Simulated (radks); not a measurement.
Question: Valence configurations of neutral tin (all share [Kr]). All-electron calculation, Dirac Kohn-Sham, LDA (Slater exchange, Perdew-Wang correlation), spin-unpolarised, spherical densities, point nucleus; open shells fill j = l - 1/2 first. Program: a radial shooting solver on a logarithmic mesh with Libxc functionals. Order these by energy: 4d10 5s1.5 5p2.5; 4d10 5s0.5 5p3.5; 4d8 5s2 5p4; 4d7 5s2 5p5; 4d10 5p4; 4d9.5 5s2 5p2.5; 4d10 5s2 5p2; 4d9 5s2 5p3; 4d10 5s1 5p3.

Answer: From the lowest, in eV above it: 4d10 5s2 5p2 0.000; 4d10 5s1.5 5p2.5 3.546; 4d10 5s1 5p3 7.166; 4d10 5s0.5 5p3.5 10.856; 4d9.5 5s2 5p2.5 11.370; 4d10 5p4 14.613; 4d9 5s2 5p3 23.914; 4d8 5s2 5p4 52.538; 4d7 5s2 5p5 85.903. NIST lists [Kr] 4d10 5s2 5p2 as the ground configuration; this level of theory agrees among the configurations tried. The energies are those of spherical spin-averaged densities, not of single terms.
